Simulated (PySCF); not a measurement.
**Which determinant of LiBr lies lowest?**

Unrestricted PBE0; basis Li x2c-TZVPPall, Br x2c-TZVPPall; spin-free X2C with a Gaussian nucleus; PySCF 2.14. Outer shells of the fragments: Li 2s1; Br 3d10 4s2 4p5.

Followed along the bond (rough minima from three points):

```
2Ms+1  unpaired  ⟨S²⟩ at the start  R at minimum (Å)  Te (eV)
    1      none               0.00              2.17     0.00
    3  σ ↑, π ↑               2.00  none in the scan   ≤ 4.29
```

Solutions found at the starting distance of 2.400 Å, counted from the lowest of them; the search is not exhaustive and high or unbound solutions are not listed, so other states can lie among these:

| 2Ms+1 | unpaired | term | E (eV) | ⟨S²⟩ | ⟨Lz²⟩ | μ (D) |
| --- | --- | --- | --- | --- | --- | --- |
| 1 | none | ¹Σ⁺ | 0.00 | 0.00 | 0.00 | -7.99 |
| 3 | σ ↑, π ↑ | ³Π | 4.23 | 2.00 | 1.01 | 3.67 |
| 1 | σ ↑, π ↓ | mixed | 4.25 | 1.00 | 1.01 | 3.84 |
| 3 | σ ↑↑ | ³Σ⁺ | 4.75 | 2.00 | 0.00 | 3.55 |
| 3 | π ↑↑ | mixed | 5.60 | 2.00 | 2.01 | 1.12 |
| 3 | π ↑↑ | mixed | 5.73 | 2.00 | 2.01 | 1.28 |
| 3 | σ ↑, π ↑ | ³Π | 6.21 | 2.00 | 1.00 | 1.04 |

A term symbol is given only where ⟨S²⟩ and ⟨Lz²⟩ are close to those of a pure state; real π, δ and φ orbitals otherwise mix terms. A positive dipole means Li(−)Br(+).

The measured ground state is X ¹Σ+ (Huber and Herzberg, Constants of Diatomic Molecules (1979)).

Counting both spins, an empty level lies below a filled one in some of these solutions, because spin and occupation are held.
